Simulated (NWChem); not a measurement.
System: CH₈N₂Si; SMILES NC[SiH2]N

NWChem input:

```
start job
memory heap 200 mb stack 900 mb global 1100 mb
geometry units angstroms noautoz
  N     -0.162599     2.169814    -0.011572
  C      0.651463     0.969087     0.068740
  Si    -0.461441    -0.556780     0.028601
  N      0.515318    -1.990014    -0.058852
  H     -0.639135     2.223303    -0.909532
  H      0.404216     3.011566     0.065478
  H      1.173453     0.942065     1.041128
  H      1.451239     0.872531    -0.700418
  H     -1.276133    -0.674843     1.274276
  H     -1.416090    -0.361107    -1.121805
  H      0.131802    -2.863875     0.283146
  H      1.094551    -2.158560    -0.874145
end
basis spherical
  N library 6-31g*
  C library 6-31g*
  Si library 6-31g*
  H library 6-31g*
end
dft
  xc m06-l
  grid coarse
  iterations 150
  mulliken
end
task dft gradient
```

Excerpt of the output:

```
             Northwest Computational Chemistry Package (NWChem) 7.3.0
             --------------------------------------------------------

 C1  symmetry detected

                             Geometry "geometry" -> ""
                             -------------------------

 Output coordinates in angstroms (scale by  1.889725989 to convert to a.u.)

  No.       Tag          Charge          X              Y              Z
 ---- ---------------- ---------- -------------- -------------- --------------
    1 N                    7.0000    -0.12743648     2.16733420    -0.00995722
    2 C                    6.0000     0.65398652     0.94672105     0.09189522
    3 Si                  14.0000    -0.49644974    -0.55055607     0.03626977
    4 N                    7.0000     0.44498699    -2.00855742    -0.02533226
    5 H                    1.0000    -0.58453152     2.22849543    -0.91748311
    6 H                    1.0000     0.45901787     2.99478188     0.07468327
    7 H                    1.0000     1.15570905     0.91122923     1.07462458
    8 H                    1.0000     1.46615332     0.82609308    -0.66070210
    9 H                    1.0000    -1.33845839    -0.64175200     1.26593349
   10 H                    1.0000    -1.42277021    -0.33635264    -1.13382591
   11 H                    1.0000     0.03259735    -2.87069903     0.31279024
   12 H                    1.0000     1.03580617    -2.19577476    -0.82814211

 Effective nuclear repulsion energy (a.u.)     174.2391249029

                                 NWChem DFT Module
                                 -----------------

 Summary of "ao basis" -> "ao basis" (spherical)
 ------------------------------------------------------------------------------
       Tag                 Description            Shells   Functions and Types
 ---------------- ------------------------------  ------  ---------------------
 N                           6-31g*                  6       14   3s2p1d
 C                           6-31g*                  6       14   3s2p1d
 Si                          6-31g*                  8       18   4s3p1d
 H                           6-31g*                  2        2   2s

            General Information
            -------------------
          SCF calculation type: DFT
          Wavefunction type:  closed shell.
          No. of atoms     :    12
          No. of electrons :    42
           Alpha electrons :    21
            Beta electrons :    21
          Charge           :     0
          Spin multiplicity:     1
          Use of symmetry is: off; symmetry adaption is: off
          Maximum number of iterations: 150
          AO basis - number of functions:    76
                     number of shells:    42
          Convergence on energy requested:  1.00D-06
          Convergence on density requested:  1.00D-05
          Convergence on gradient requested:  5.00D-04

              XC Information
              --------------
                        M06-L Method XC Functional
                         M06-L Exchange Functional  1.000
                       M06-L Correlation Potential  1.000

             Grid Information
             ----------------
          Grid used for XC integration:  coarse
          Radial quadrature: Mura-Knowles
          Angular quadrature: Lebedev.
          Tag              B.-S. Rad. Rad. Pts. Rad. Cut. Ang. Pts.
          ---              ---------- --------- --------- ---------
          N                   0.65       35          12.0       302
          C                   0.70       35          10.0       302
          Si                  1.10       70          10.0       302
          H                   0.35       35          13.0       302
          Grid pruning is: on
          Number of quadrature shells:   455
          Spatial weights used:  Erf1

      Superposition of Atomic Density Guess
      -------------------------------------

 Sum of atomic energies:        -439.05089847

      Non-variational initial energy
      ------------------------------

 Total energy =    -441.178921
 1-e energy   =    -948.269869
 2-e energy   =     332.851823
 HOMO         =      -0.291198
 LUMO         =       0.053045

     ---------------------------------------------
      Total Density - Mulliken Population Analysis
     ---------------------------------------------

[...]

                         DFT ENERGY GRADIENTS

    atom               coordinates                        gradient
                 x          y          z           x          y          z
   1 N      -0.240820   4.095668  -0.018816    0.003831  -0.005281  -0.000741
   2 C       1.235855   1.789043   0.173657   -0.003822   0.006392  -0.000298
   3 Si     -0.938154  -1.040400   0.068540    0.006449   0.001321  -0.000194
   4 N       0.840903  -3.795623  -0.047871   -0.000699   0.000552  -0.000335
   5 H      -1.104604   4.211246  -1.733792   -0.002033   0.000736  -0.001377
   6 H       0.867418   5.659317   0.141131   -0.000035   0.001886   0.000872
   7 H       2.183973   1.721974   2.030746    0.001060  -0.002216   0.002601
   8 H       2.770628   1.561090  -1.248546    0.000069  -0.000994  -0.001272
   9 H      -2.529320  -1.212735   2.392267   -0.003530   0.000015   0.004760
  10 H      -2.688646  -0.635614  -2.142620   -0.002275   0.000057  -0.003600
  11 H       0.061600  -5.424835   0.591088   -0.001168  -0.002410   0.001723
  12 H       1.957390  -4.149413  -1.564962    0.002153  -0.000059  -0.002138
```

Level: M06-L/6-31G* (spherical d). The geometry was optimised at PBE0/def2-SVP.
